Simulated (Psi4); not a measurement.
HGeO, charge +1, singlet, geometry from GFN2-xTB. Base run: R2SCAN/6-31G (Psi4).

The Psi4 input:
```
memory 2 GB

molecule {
1 1
  O    -0.00000000   -0.00000000   -1.24787863
  Ge    0.00000000    0.00000000    0.38151971
  H    -0.00000000   -0.00000000   -2.22560177
}

set basis 6-31g

energy('r2scan')
print_variables()
```

The base run was repeated with changes; each row names its change, and settings that it needs were set with it.

```tsv
change	ΔE vs base (mEh)	SCF cycles	grid points	basis functions
base	0.000	9	65210	40
dft_spherical_points = 434	0.003	9	93229	40
scf_initial_accelerator = ediis	0.000	9	65210	40
dft_nuclear_scheme = stratmann	-0.003	9	61750	40
guess = modhuckel	0.000	9	65210	40
guess = huckel	0.000	9	65210	40
diis_max_vecs = 15	0.000	9	65210	40
df_basis_scf = cc-pvqz-jkfit	0.012	9	65210	40
ints_tolerance = 1e-8	0.000	9	65210	40
puream = true	5.109	9	65210	38
scf_type = out_of_core	0.015	9	65210	40
dft_spherical_points = 590	0.004	9	126799	40
guess = core	0.000	12	65210	40
```
